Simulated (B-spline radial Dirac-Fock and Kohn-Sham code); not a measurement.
# Relativistic shifts of the levels of Hf⁺

System: Hf⁺ in the configuration [Xe] 4f14 5d1 6s2.

Both columns are ΔSCF binding energies of the configuration average from a radial B-spline solver: non-relativistic Hartree-Fock with a point nucleus, and Dirac-Fock with a finite nucleus and the Coulomb interaction alone, averaged over the two j levels with weights 2j+1.

| shell | Hartree-Fock (eV) | Dirac-Fock (eV) | shift (eV) | shift (%) |
| --- | --- | --- | --- | --- |
| 1s | 60662.1 | 65676.1 | +5013.92 | +8.27 |
| 2s | 10011.4 | 11334.3 | +1322.92 | +13.21 |
| 2p | 9562.9 | 9999.7 | +436.86 | +4.57 |
| 3s | 2306.3 | 2630.6 | +324.28 | +14.06 |
| 3p | 2099.8 | 2220.5 | +120.66 | +5.75 |
| 3d | 1719.0 | 1703.2 | -15.81 | -0.92 |
| 4s | 483.3 | 561.4 | +78.04 | +16.15 |
| 4p | 397.2 | 424.1 | +26.95 | +6.79 |
| 4d | 241.4 | 236.9 | -4.47 | -1.85 |
| 4f | 40.28 | 31.96 | -8.32 | -20.65 |
| 5s | 76.24 | 87.20 | +10.95 | +14.36 |
| 5p | 49.22 | 51.07 | +1.85 | +3.76 |
| 5d | 16.32 | 14.62 | -1.70 | -10.40 |
| 6s | 12.36 | 13.37 | +1.01 | +8.17 |

Relativity binds 1s, 2s, 2p, 3s, 3p, 4s, 4p, 5s, 5p, 6s more strongly, among those listed most of all 4s in relative terms, and 3d, 4d, 4f, 5d more weakly, because the contracted s and p shells screen the nucleus better.

Values without a named source are computed, but for edge energies of neutral atoms, which are taken from tables.
